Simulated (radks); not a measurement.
Values are calculated unless marked as measured or tabulated.
Problem. Species: the titanium ion Ti9+. Configuration: [Ne] 3s2 3p1. Code: a radial shooting solver on a logarithmic mesh with Libxc functionals. Model: scalar-relativistic Kohn-Sham, PBE, spin-polarised, spherical densities, point nucleus; open shells are filled with parallel spins first. Some entries of the table are withheld. Estimate them.

| orbital | occ. | eigenvalue (eV) | <r> (bohr) |
|---|---|---|---|
| 1s up | 1 | -5081.005 | 0.06957 |
| 1s down | 1 | -5080.471 | 0.06957 |
| 2s up | 1 | -738.2615 | 0.3225 |
| 2s down | 1 | -737.7574 | 0.3223 |
| 2p up | 3 | -647.1763 | 0.2868 |
| 2p down | 3 | -646.4852 | 0.2868 |
| 3s up | 1 | -230.2934 | 0.8802 |
| 3s down | 1 | -227.1153 | 0.8817 |
| 3p up | 1 | -204.3755 | 0.8911 |
| 3p down | 0 | -201.2821 | 0.8932 |
| 3d up | 0 | -166.3674 | 0.8664 |
| 3d down | 0 | -163.6577 | 0.8670 |
| 4s up | 0 | -107.7690 | (1) |
| 4s down | 0 | -106.5606 | (2) |
| 4p up | 0 | -98.2517 | 1.829 |
| 4p down | 0 | -97.0964 | 1.839 |

Solution. 
(1) 4s up <r> (bohr): 1.767
(2) 4s down <r> (bohr): 1.775
